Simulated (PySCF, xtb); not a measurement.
CH7ClN2Si, SMILES NC[Si@@H](N)Cl. The values are those of a single conformer.

Harmonic wavenumbers (cm⁻¹) from GFN2-xTB run with xtb at its own minimum, in rising order: 38, 111, 166, 208, 216, 279, 307, 455, 503, 649, 662, 700, 767, 806, 908, 988, 1039, 1095, 1280, 1314, 1467, 1510, 1570, 2183, 2953, 2964, 3384, 3416, 3477, 3518.

What does B3LYP-D3(BJ)/def2-SVP in PySCF give at its own minimum? (Estimate from the structure and the level; the computed values follow.)

94, 124, 196, 229, 264, 305, 344, 476, 533, 639, 689, 801, 831, 871, 886, 926, 1073, 1089, 1268, 1363, 1426, 1549, 1641, 2244, 3021, 3080, 3483, 3554, 3558, 3643. Paired by order, the mean absolute difference is 52 cm⁻¹ and the zero-point energies are 55.7 and 57.5 kcal/mol.
